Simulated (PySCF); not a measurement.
Record of a relaxation.

(MeSi)4Se6 adamantane, C4H12Se6Si4.
Bonds: Si1–C2, Si1–Se3, Si1–Se9, Si1–Se13, Se3–Si4, Si4–C5, Si4–Se6, Si4–Se14, Se6–Si7, Si7–C8, Si7–Se9, Si7–Se10, Se10–Si11, Si11–C12, Si11–Se13, Si11–Se14. Hydrogens: H15, H16, H17 on C2; H18, H19, H20 on C5; H21, H22, H23 on C8; H24, H25, H26 on C12.

Method: PBE0-D3(BJ)/def2-SVP geometry optimisation, gas phase in PySCF 2.14.0; density fitting, grid level 1; the optimiser is geomeTRIC in internal coordinates, started from a GFN2-xTB structure with every atom displaced at random (about 0.03 Å). 7 of its 12 geometries are shown. The frame can shift and turn from step to step; on so coarse a grid that alone can change the energy by a few meV, and forces under 0.02 eV/Å are noise.

Step 0: E = -427840.0864 eV, largest atomic force 3.551 eV/Å
```
atom  x, y, z in Å  |  force x, y, z in eV/Å
Si1     1.566   -1.692    0.403   -2.650   2.193  -0.882
C2      2.763   -2.992    0.712    1.775   0.162   0.037
Se3     0.758   -0.841    2.452    0.821  -0.759  -0.166
Si4    -0.628    0.837    1.941   -1.996   0.130  -0.494
C5     -1.350    1.504    3.572    0.923  -0.461   0.601
Se6     0.226    2.629    0.791    0.217  -0.347  -0.275
Si7     0.980    1.633   -1.197   -0.475   0.128   0.062
C8      1.806    3.033   -2.230   -2.838  -0.979  -0.883
Se9     2.595    0.042   -0.795   -0.071  -0.437   0.191
Se10   -0.829    0.821   -2.450    0.353   0.038   0.415
Si11   -1.760   -0.858   -1.113    0.073   1.018   0.709
C12    -3.177   -1.560   -2.088   -0.027   1.017  -1.309
Se13   -0.326   -2.581   -0.824    1.262  -0.146   0.635
Se14   -2.656   -0.013    0.882    1.355   0.138  -0.241
H15     2.850   -3.663   -0.144    0.044  -0.195  -0.187
H16     2.481   -3.531    1.599   -0.248  -0.623   0.658
H17     3.758   -2.507    0.912   -0.624  -0.381  -0.181
H18    -0.546    1.981    4.174   -0.134  -0.246  -0.167
H19    -2.101    2.264    3.442   -0.542   0.706  -0.621
H20    -1.854    0.752    4.217    0.431  -0.145  -0.409
H21     1.077    3.899   -2.255    0.750  -0.707  -0.029
H22     1.936    2.625   -3.265   -0.094   0.323   0.502
H23     2.742    3.319   -1.853    1.669   0.586   0.847
H24    -3.967   -0.790   -2.279    0.565  -0.214   0.024
H25    -2.816   -1.957   -3.067   -0.156   0.227   0.417
H26    -3.671   -2.348   -1.566   -0.383  -1.026   0.747
```

Step 2: E = -427840.9257 eV, largest atomic force 0.199 eV/Å
```
atom  x, y, z in Å  |  force x, y, z in eV/Å
Si1     1.456   -1.584    0.381   -0.135   0.139   0.050
C2      2.711   -2.925    0.705    0.055  -0.028   0.071
Se3     0.759   -0.849    2.432    0.153  -0.004   0.076
Si4    -0.693    0.815    1.881   -0.173  -0.028   0.013
C5     -1.312    1.499    3.501   -0.029   0.110   0.056
Se6     0.207    2.587    0.772    0.117   0.002  -0.002
Si7     0.913    1.584   -1.162   -0.011   0.047   0.097
C8      1.717    2.934   -2.167   -0.018  -0.039  -0.018
Se9     2.549    0.037   -0.791    0.122  -0.024  -0.083
Se10   -0.816    0.820   -2.435   -0.029  -0.041  -0.039
Si11   -1.689   -0.810   -1.082    0.041   0.014  -0.144
C12    -3.112   -1.522   -2.057   -0.084  -0.048   0.084
Se13   -0.246   -2.554   -0.777   -0.061  -0.125  -0.043
Se14   -2.571    0.013    0.846   -0.030  -0.023   0.024
H15     2.811   -3.579   -0.174    0.004   0.013  -0.011
H16     2.406   -3.530    1.574   -0.026  -0.014  -0.065
H17     3.688   -2.470    0.922    0.017   0.001   0.022
H18    -0.485    1.943    4.077    0.015  -0.014  -0.020
H19    -2.064    2.281    3.306    0.027  -0.037   0.013
H20    -1.774    0.701    4.100   -0.012  -0.021  -0.006
H21     1.040    3.799   -2.214    0.012   0.059  -0.006
H22     1.891    2.569   -3.190    0.059   0.005  -0.015
H23     2.677    3.240   -1.721   -0.063   0.007  -0.003
H24    -3.861   -0.739   -2.250   -0.010   0.017  -0.006
H25    -2.753   -1.916   -3.019    0.025  -0.010  -0.010
H26    -3.590   -2.338   -1.490    0.034   0.042  -0.034
```

Step 4: E = -427840.9461 eV, largest atomic force 0.125 eV/Å
```
atom  x, y, z in Å  |  force x, y, z in eV/Å
Si1     1.441   -1.563    0.382    0.099  -0.068   0.035
C2      2.699   -2.911    0.709   -0.044   0.017  -0.026
Se3     0.792   -0.825    2.446   -0.018   0.043  -0.032
Si4    -0.708    0.808    1.888    0.024   0.001   0.025
C5     -1.313    1.509    3.510   -0.009  -0.034  -0.058
Se6     0.236    2.567    0.779    0.011  -0.013   0.005
Si7     0.920    1.576   -1.166    0.015   0.019  -0.004
C8      1.716    2.937   -2.167    0.002   0.047  -0.006
Se9     2.563    0.022   -0.825   -0.046  -0.020  -0.034
Se10   -0.805    0.802   -2.452   -0.002  -0.001   0.020
Si11   -1.684   -0.823   -1.104    0.015  -0.024  -0.038
C12    -3.125   -1.531   -2.057    0.025   0.021   0.009
Se13   -0.251   -2.575   -0.773   -0.030   0.036   0.023
Se14   -2.566   -0.007    0.837   -0.015  -0.007   0.016
H15     2.820   -3.537   -0.189    0.025   0.024  -0.010
H16     2.363   -3.548    1.541   -0.010  -0.013  -0.008
H17     3.672   -2.466    0.967   -0.012   0.003   0.032
H18    -0.471    1.944    4.069    0.007   0.003   0.007
H19    -2.062    2.293    3.319   -0.005   0.008   0.017
H20    -1.772    0.710    4.112   -0.006   0.014   0.011
H21     1.041    3.805   -2.232   -0.013  -0.028  -0.009
H22     1.936    2.582   -3.185    0.011  -0.018   0.013
H23     2.655    3.256   -1.690   -0.002   0.000   0.011
H24    -3.869   -0.744   -2.251   -0.003  -0.007  -0.002
H25    -2.771   -1.935   -3.018   -0.008  -0.001  -0.001
H26    -3.598   -2.340   -1.480   -0.009  -0.003   0.004
```

Step 6: E = -427840.9558 eV, largest atomic force 0.088 eV/Å
```
atom  x, y, z in Å  |  force x, y, z in eV/Å
Si1     1.442   -1.566    0.383    0.025  -0.013  -0.027
C2      2.688   -2.918    0.710    0.005   0.007  -0.014
Se3     0.814   -0.801    2.444   -0.034  -0.016   0.002
Si4    -0.712    0.807    1.886    0.053   0.013  -0.028
C5     -1.315    1.519    3.502    0.034  -0.023   0.034
Se6     0.272    2.551    0.784   -0.046   0.022   0.000
Si7     0.932    1.570   -1.170    0.008  -0.034  -0.018
C8      1.723    2.939   -2.165    0.025  -0.019   0.023
Se9     2.558   -0.013   -0.874   -0.035   0.008   0.009
Se10   -0.799    0.800   -2.455   -0.016   0.029  -0.002
Si11   -1.680   -0.824   -1.114   -0.023   0.008   0.085
C12    -3.134   -1.524   -2.050    0.026  -0.001  -0.060
Se13   -0.265   -2.580   -0.753    0.000   0.012   0.013
Se14   -2.563   -0.012    0.836    0.006   0.009  -0.026
H15     2.886   -3.474   -0.220    0.021   0.010  -0.004
H16     2.299   -3.615    1.467   -0.007  -0.018   0.000
H17     3.632   -2.482    1.073   -0.012  -0.004   0.021
H18    -0.463    1.942    4.057   -0.018   0.002   0.009
H19    -2.054    2.313    3.321   -0.003   0.017  -0.027
H20    -1.782    0.731    4.113    0.009  -0.003  -0.008
H21     1.024    3.783   -2.272   -0.011  -0.019  -0.021
H22     2.003    2.570   -3.163   -0.009   0.002   0.001
H23     2.629    3.291   -1.650    0.014   0.021   0.008
H24    -3.874   -0.734   -2.246    0.007   0.004   0.005
H25    -2.794   -1.941   -3.011   -0.009   0.003   0.008
H26    -3.610   -2.323   -1.463   -0.011  -0.016   0.017
```

Step 7: E = -427840.9603 eV, largest atomic force 0.096 eV/Å
```
atom  x, y, z in Å  |  force x, y, z in eV/Å
Si1     1.441   -1.574    0.383   -0.045   0.032  -0.045
C2      2.683   -2.926    0.710    0.031  -0.009   0.009
Se3     0.815   -0.800    2.440   -0.015  -0.031   0.024
Si4    -0.709    0.810    1.884    0.055   0.011  -0.033
C5     -1.308    1.524    3.500    0.026   0.005   0.059
Se6     0.283    2.550    0.784   -0.048   0.023   0.000
Si7     0.936    1.567   -1.171   -0.003  -0.043  -0.018
C8      1.731    2.932   -2.166    0.024  -0.041   0.025
Se9     2.549   -0.030   -0.891    0.006   0.017   0.023
Se10   -0.803    0.806   -2.451   -0.014   0.030  -0.009
Si11   -1.683   -0.819   -1.111   -0.026   0.017   0.090
C12    -3.138   -1.515   -2.048   -0.001  -0.017  -0.042
Se13   -0.278   -2.579   -0.743    0.014  -0.018  -0.003
Se14   -2.564   -0.005    0.839    0.005   0.013  -0.034
H15     2.946   -3.427   -0.234    0.010   0.001   0.001
H16     2.261   -3.667    1.405   -0.006  -0.013  -0.009
H17     3.595   -2.498    1.154   -0.006  -0.004   0.010
H18    -0.455    1.941    4.058   -0.014  -0.001   0.000
H19    -2.040    2.325    3.317    0.001   0.005  -0.027
H20    -1.784    0.741    4.110    0.006  -0.010  -0.014
H21     1.015    3.756   -2.312   -0.002   0.001  -0.017
H22     2.048    2.548   -3.147   -0.008   0.008  -0.006
H23     2.613    3.314   -1.631    0.002   0.019   0.000
H24    -3.875   -0.721   -2.245    0.006   0.006   0.005
H25    -2.804   -1.937   -3.008    0.002   0.004   0.006
H26    -3.619   -2.309   -1.457   -0.002  -0.005   0.006
```

Step 9: E = -427840.9652 eV, largest atomic force 0.050 eV/Å
```
atom  x, y, z in Å  |  force x, y, z in eV/Å
Si1     1.433   -1.583    0.382   -0.042   0.019  -0.018
C2      2.674   -2.937    0.710    0.012  -0.007   0.012
Se3     0.801   -0.815    2.440    0.007  -0.004   0.012
Si4    -0.698    0.818    1.884    0.021   0.000   0.004
C5     -1.290    1.529    3.504   -0.007   0.015   0.007
Se6     0.282    2.560    0.779   -0.004  -0.001   0.003
Si7     0.936    1.564   -1.171   -0.009  -0.010  -0.013
C8      1.743    2.916   -2.174   -0.005  -0.010  -0.003
Se9     2.543   -0.035   -0.880    0.028   0.005   0.015
Se10   -0.813    0.818   -2.444    0.006   0.002  -0.003
Si11   -1.693   -0.807   -1.100   -0.012   0.005   0.014
C12    -3.144   -1.500   -2.046   -0.016  -0.006   0.015
Se13   -0.293   -2.575   -0.743    0.011  -0.018  -0.011
Se14   -2.567    0.019    0.845   -0.002   0.003  -0.010
H15     3.016   -3.373   -0.241   -0.003  -0.002  -0.001
H16     2.217   -3.728    1.324   -0.003   0.000  -0.008
H17     3.541   -2.525    1.247    0.001   0.000   0.000
H18    -0.440    1.937    4.070    0.004  -0.002  -0.004
H19    -2.014    2.337    3.314    0.002  -0.006   0.004
H20    -1.778    0.746    4.105   -0.002  -0.003  -0.003
H21     1.015    3.716   -2.374    0.005   0.010   0.002
H22     2.100    2.509   -3.132    0.005   0.001  -0.001
H23     2.598    3.336   -1.622   -0.006  -0.001  -0.002
H24    -3.876   -0.703   -2.246   -0.001   0.000  -0.003
H25    -2.805   -1.923   -3.003    0.007   0.001  -0.001
H26    -3.632   -2.293   -1.457    0.004   0.006  -0.007
```

Step 11: E = -427840.9661 eV, largest atomic force under 0.02 eV/Å
```
atom  x, y, z in Å  |  force x, y, z in eV/Å
Si1     1.425   -1.585    0.381    0.005  -0.007   0.002
C2      2.663   -2.943    0.708   -0.005   0.001  -0.002
Se3     0.797   -0.821    2.441    0.000   0.005  -0.003
Si4    -0.691    0.821    1.886   -0.002   0.001   0.005
C5     -1.282    1.533    3.507   -0.003  -0.001  -0.010
Se6     0.285    2.562    0.776    0.006  -0.002   0.002
Si7     0.939    1.560   -1.173   -0.002   0.002  -0.004
C8      1.750    2.909   -2.178   -0.005   0.006  -0.005
Se9     2.549   -0.034   -0.867    0.000  -0.001   0.002
Se10   -0.810    0.817   -2.445    0.005  -0.004   0.001
Si11   -1.697   -0.802   -1.096   -0.005   0.000  -0.003
C12    -3.150   -1.494   -2.043    0.001   0.005   0.004
Se13   -0.297   -2.574   -0.750    0.001   0.003   0.000
Se14   -2.566    0.030    0.846    0.000  -0.002   0.001
H15     3.013   -3.370   -0.244   -0.001   0.001   0.000
H16     2.199   -3.739    1.310    0.000   0.000   0.000
H17     3.527   -2.536    1.257    0.000  -0.001   0.000
H18    -0.430    1.938    4.073    0.002   0.000   0.001
H19    -2.004    2.343    3.318    0.001   0.001   0.003
H20    -1.772    0.750    4.105    0.001   0.002   0.002
H21     1.024    3.710   -2.385    0.001  -0.001   0.003
H22     2.111    2.499   -3.133    0.002  -0.001   0.001
H23     2.602    3.331   -1.624    0.002  -0.004   0.001
H24    -3.880   -0.696   -2.245   -0.001   0.000  -0.001
H25    -2.806   -1.916   -3.000   -0.001   0.000  -0.001
H26    -3.639   -2.287   -1.457    0.000   0.000   0.000
```

**Question.** Summarise the path.

**Answer.** The energy falls by 0.8798 eV from step 0 to step 11; nine tenths of that is first reached at step 2. It falls at every step. The largest force goes from 3.551 to under 0.02 eV/Å. Among the bonds Si4–Se14 changes most, from 2.441 to 2.285 Å; the atoms move by 0.188 Å rms after alignment.

What follows is the cost of the whole optimisation. On AMD EPYC 7R43, 2 threads, shared host with 256 logical CPUs at a one-minute load of 73, this took 31 min wall, 65 min CPU and 4.9 GiB of memory at its peak.
